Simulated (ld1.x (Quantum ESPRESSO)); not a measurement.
Values are calculated unless marked as measured or tabulated.
**Pseudopotentials across the periodic table**

Generated with ld1.x 7.5 (TM, RRKJ, ultrasoft, PAW), atompaw 4.2 or ONCVPSP 4.0.1. The cutoff is in Ry: for ld1.x and atompaw files where the sum of valence levels is converged to 10 mRy in a Bessel basis, for ONCV files where the hardest occupied wave has 1 mHa per electron of residual kinetic energy. The error is the largest all-electron minus pseudo excitation energy over each file’s own four to seven test configurations (ionisations up to +4, promotions, holes and added fractions of an electron), all of which were solved. The labels leave out finer settings (local radius, basis sizes, second energies), which also bear on the numbers. Spin-polarised tests are not counted. The rows are a selection from randomly drawn settings: files with unsolved tests, undetermined cutoffs or missed reference levels are left out.

```tsv
element	potential	cutoff (Ry)	largest error (meV)	bound ghosts
B	ultrasoft, PBE, scalar-relativistic, rc 1.10/2.60/2.25 (spd), local smoothed, core correction no, reference 2s1 2p0	21	+606	none
O	PAW, PBE, scalar-relativistic, rc 0.85/1.35/1.20 (spd), local d, core correction yes, reference 2s1.75 2p4.25	40	-8.2	none
Ne	RRKJ, LDA (PZ), scalar-relativistic, rc 0.75/1.20/1.02 (spd), local s, core correction no, reference 2s2 2p6	160	+2132	none
```

Fill in the row for As: ultrasoft, PW91, scalar-relativistic, rc 2.00/1.85 (sp), local smoothed, core correction yes, reference 4s2 4p3.

cutoff 8 Ry, largest error -142 meV, bound ghosts: none.

Fill in the row for Fe: TM semilocal, PBEsol, scalar-relativistic, rc 2.30/2.50/1.45 (spd), local d, core correction no, reference 3d6 4s0 4p0.

cutoff 110 Ry, largest error -171 meV, bound ghosts: none.
